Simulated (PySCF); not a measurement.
Species: C8H7BF2O2.
SMILES with atom numbers: `[CH3:1][O:2][C:3](=[O:4])[c:5]1[cH:6][cH:7][c:8]([B:9]([F:10])[F:11])[cH:12][cH:13]1` (hydrogens: H14, H15, H16 on C1; H17 on C6; H18 on C7; H19 on C12; H20 on C13)

Computed with PBE0-D3(BJ)/def2-SVP geometry optimisation, gas phase (PySCF 2.14.0).

(1) Give the optimised bond lengths and angles.

Results:

(1) 
```json
{"bond": "C1–O2", "length (pm)": "141.6"}
{"bond": "O2–C3", "length (pm)": "133.6"}
{"bond": "C3=O4", "length (pm)": "120.5"}
{"bond": "C3–C5", "length (pm)": "149.0"}
{"bond": "C5–C6, C5–C13", "length (pm)": "139.9"}
{"bond": "C6–C7, C12–C13", "length (pm)": "138.9"}
{"bond": "C7–C8, C8–C12", "length (pm)": "140.4"}
{"bond": "C8–B9", "length (pm)": "154.9"}
{"bond": "B9–F10, B9–F11", "length (pm)": "132.0"}
{"bond": "C1–H14, C1–H15, C1–H16", "length (pm)": "109.9"}
{"bond": "C6–H17, C13–H20", "length (pm)": "109.1"}
{"bond": "C7–H18, C12–H19", "length (pm)": "109.3"}
```

Bonds in one row agree within 1 pm and their mean is given. A selection of angles:
```json
{"angle": "O2–C1–H14", "degrees": "110.8"}
{"angle": "O2–C1–H15", "degrees": "106.3"}
{"angle": "H14–C1–H15", "degrees": "110.4"}
{"angle": "H14–C1–H16", "degrees": "108.3"}
{"angle": "C1–O2–C3", "degrees": "115.9"}
{"angle": "O2–C3–O4", "degrees": "123.4"}
{"angle": "O2–C3–C5", "degrees": "112.4"}
{"angle": "O4–C3–C5", "degrees": "124.2"}
{"angle": "C3–C5–C6", "degrees": "122.1"}
{"angle": "C3–C5–C13", "degrees": "117.6"}
{"angle": "C6–C5–C13", "degrees": "120.3"}
{"angle": "C5–C6–C7", "degrees": "119.6"}
{"angle": "C5–C6–H17", "degrees": "119.4"}
{"angle": "C7–C6–H17", "degrees": "121.0"}
{"angle": "C6–C7–C8", "degrees": "120.8"}
{"angle": "C6–C7–H18", "degrees": "119.8"}
{"angle": "C8–C7–H18", "degrees": "119.4"}
{"angle": "C7–C8–B9", "degrees": "120.3"}
{"angle": "C7–C8–C12", "degrees": "119.0"}
{"angle": "B9–C8–C12", "degrees": "120.7"}
{"angle": "C8–B9–F10", "degrees": "121.5"}
{"angle": "F10–B9–F11", "degrees": "117.1"}
{"angle": "C5–C13–H20", "degrees": "118.4"}
```

Torsions: C1–O2–C3–O4 0° (synperiplanar); O2–C3–C5–C6 1° (synperiplanar); C7–C8–B9–F10 178° (antiperiplanar). The mirror-image conformer, all signs reversed, is as good.

Of the pairs four or more bonds apart, O2···H17 is among the closest relative to their van der Waals radii: 2.40 Å, 88 % of the sum of Bondi's values. The C–C distances run from 1.389 Å (C12–C13, aromatic) to 1.490 Å (C3–C5, drawn single), a spread of 0.101 Å. The 13 heavy atoms lie in one plane (0.012 Å rms). The 3 C–O bonds span 1.205 Å (C3=O4, drawn double) to 1.416 Å (C1–O2, drawn single), a spread of 0.211 Å. The 6-membered ring C5–C6–C7–C8–C12–C13 has internal angles of 119.0° to 120.8°; it is planar, 0.00 Å rms from its mean plane, widest ring torsion 0°. O2 (ester single-bonded oxygen) is bent (angle 115.9°). B9 (three-coordinate boron) is planar (angles 121.5°, 121.4° and 117.1°, sum 360.0°, 0.00 Å off the plane of its three neighbours).

Point group: near Cs, missed by 0.14 Å at most; the miss may be what the optimiser left on a soft mode. No frequency check. The numbers are those of one conformer.

On one thread, Arm Neoverse V1 (shared host), this took 5.6 min of wall time. This is the geometry optimisation.
